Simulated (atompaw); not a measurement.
Building the PAW (atompaw) potential for tantalum (PBEsol, scalar-relativistic).

```json
{
 "Element": "Ta",
 "Generator": "atompaw 4.2.0.5",
 "Type": "PAW",
 "Functional": "PBEsol",
 "Relativity": "scalar-relativistic",
 "Frozen core": "[Xe]",
 "Valence charge": "19",
 "Reference configuration": "4f14 5d3 6s1.5 6p0 (charge +0.5)",
 "Partial waves": "6s (bound): rc 3.00 bohr; 6s channel at 0.55 Ry: rc 3.00 bohr; 6p (bound, empty): rc 3.00 bohr; 6p channel at 4.15 Ry: rc 3.00 bohr; 5d (bound): rc 1.80 bohr; 5d channel at 0.15 Ry: rc 3.00 bohr; 4f (bound): rc 0.55 bohr; 4f channel at -1.7 Ry: rc 0.55 bohr",
 "Local potential": "vpsmatchnc scheme with l = 4 at 0 Ry, radius 2.40 bohr",
 "Core correction": "smooth core density matched at 2.55 bohr",
 "Augmentation charge": "besselshape compensation charge, radius 2.40 bohr; PAW radius 3.00 bohr; waves and projectors: custom rrkj gramschmidtortho"
}
```

All-electron outer shells of the reference configuration (PBEsol, scalar-relativistic, ld1.x):

```csv
shell,level (eV),outermost node (bohr),outermost maximum (bohr)
5s,-76.49,0.54,0.98
5p,-42.88,0.58,1.13
4f,-28.19,–,0.44
6s,-8.48,1.32,2.71
5d,-6.95,0.65,1.58
6p,-3.87,1.59,3.61
```

(1) What does a ghost test show?

(2) Is the overlap operator S = 1 + Σ q|β⟩⟨β| positive definite (Bessel basis up to 400 Ry)?

## Answers

(1) Ghost state, extra bound levels that the all-electron valence spectrum of the same l lacks: s at -177.1 eV (other channels not judged). A true bound ghost makes a file unfit for plane-wave use.

(2) Yes: its lowest eigenvalue is 0.18 (s channel).
